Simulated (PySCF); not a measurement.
SMILES c1ccc([SiH2][SiH2]B(O)O)o1, GFN2-xTB optimised geometry.

```
19

O     -4.42    -3.77    -1.79
B     -3.84    -2.93    -2.68
O     -3.87    -3.31    -3.98
Si    -3.01    -1.30    -1.94
Si    -1.68    -1.62    -0.07
C     -0.37    -0.27     0.00
C      1.00    -0.27     0.00
C      1.41     1.08     0.00
C      0.26     1.81     0.00
O     -0.81     1.01    -0.01
H     -4.82    -4.55    -2.17
H     -3.47    -2.74    -4.63
H     -2.21    -0.60    -2.99
H     -4.02    -0.27    -1.62
H     -0.91    -2.87    -0.04
H     -2.41    -1.56     1.20
H      1.63    -1.14     0.00
H      2.41     1.45     0.00
H      0.09     2.87     0.00
```

Density from PBE/def2-SVP run with PySCF at that geometry.

Minimum of the electron density along straight lines between bonded atoms, close to the bond critical point (lines longer than 1.1 times the sum of covalent radii, or with two minima, are not listed):

```tsv
bond	length / Å	ρ at the minimum / e bohr⁻³	∇²ρ there / e bohr⁻⁵	position (fraction from the first atom)
O1–B2	1.351	0.207	1.18	0.67
B2–O3	1.363	0.199	1.11	0.33
B2–Si4	1.972	0.112	0.10	0.62
Si5–C6	1.875	0.111	0.36	0.39
C6–C7	1.369	0.319	-0.78	0.51
C7–C8	1.413	0.289	___	0.50
C8–C9	1.361	0.323	-0.80	0.48
C6–O10	1.356	0.279	___	0.33
C9–O10	1.340	0.293	___	0.33
O1–H11	0.960	0.354	-2.31	0.81
O3–H12	0.955	0.360	-2.38	0.81
Si4–H13	1.486	0.110	0.29	0.49
Si4–H14	1.476	0.112	0.31	0.49
Si5–H15	1.472	0.114	0.31	0.49
Si5–H16	1.471	0.115	0.31	0.49
C7–H17	1.071	0.283	-1.08	0.64
C8–H18	1.071	0.282	-1.07	0.64
C9–H19	1.073	0.287	-1.13	0.65
```

Problem. Fill in the missing entries.

Solution. 
- C7–C8, ∇²ρ there / e bohr⁻⁵: -0.66
- C6–O10, ∇²ρ there / e bohr⁻⁵: 0.04
- C9–O10, ∇²ρ there / e bohr⁻⁵: 0.02
